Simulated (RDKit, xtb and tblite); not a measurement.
Relaxed torsion scan: SMILES COC([SiH2]SC)=O (C3H8O2SSi). Scanned: dihedral C1–O2–C3–Si5 and dihedral O2–C3–Si5–S6; all other coordinates were relaxed at GFN2-xTB. Points at φ and −φ are mirror images. Heavy atoms are numbered in the order of the SMILES COC(=O)[SiH2]SC, hydrogens after them in the order of the atoms that carry them; the mirror image has the same energies with the sign of each dihedral reversed.

Levels of theory: GFN2-xTB (xtb and tblite); MMFF94 // GFN2-xTB (RDKit); UFF // GFN2-xTB (RDKit).

Energies in kJ/mol at chosen points (x: dihedral C1–O2–C3–Si5 (°); y: dihedral O2–C3–Si5–S6 (°)), relative to x = 0, y = -60:

```
method    (-60, 120)  (-150, 30)  (0, 30)  (-120, -90)  (-150, 30)  (0, 150)  (180, -60)
--------  ----------  ----------  -------  -----------  ----------  --------  ----------
GFN2-xTB        23.4       -13.1      0.1         17.0       -13.1       4.9       -25.3
MMFF94          12.2       -19.7      4.5          6.4       -19.7       4.7       -28.4
UFF             33.6        33.6      9.8         37.0        33.6      19.0        35.2
```

MMFF94 has few fitted parameters for silicon.
